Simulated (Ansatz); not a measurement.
Gas-phase electronic energies from Ansatz, PBE0-D4/def2-TZVP geometries. CCSD(T)/CBS adds triple-zeta CCSD(T) − MP2 to the extrapolated MP2 energy (def2 sets, frozen cores). DFT in def2-TZVPP. For Ga outer-core shells are correlated without core-valence functions, which leaves a few kJ/mol of doubt a bond. Scalar relativity is left out up to krypton. Each species was taken in one conformer, which may not be the lowest.

`FC1=C[SiH]1[GaH2]` + `C=C(C)O` → `C/C(O)=[CH]/[GaH2]` + `FC1=C[SiH2]1`  (formal exchange of groups at a Ga–Si bond)

Is it downhill or uphill in electronic energy at CCSD(T)/CBS, and by how much? (An estimate is asked.)

Ansatz gave: Nearly level: ΔE = -2.6 kJ/mol.

What do these levels give: r2SCAN-D4, PBE0-D4, ωB97M-V, B2PLYP, HF/def2-TZVPP, SCS-MP2/def2-QZVPP? (Best estimate.)

The calculation gave: r2SCAN-D4 -0.7, PBE0-D4 4.9, ωB97M-V -2.3, B2PLYP -1.2, HF/def2-TZVPP -1.0, SCS-MP2/def2-QZVPP -6.9 kJ/mol.

Largest T1 diagnostic among the species: 0.015.
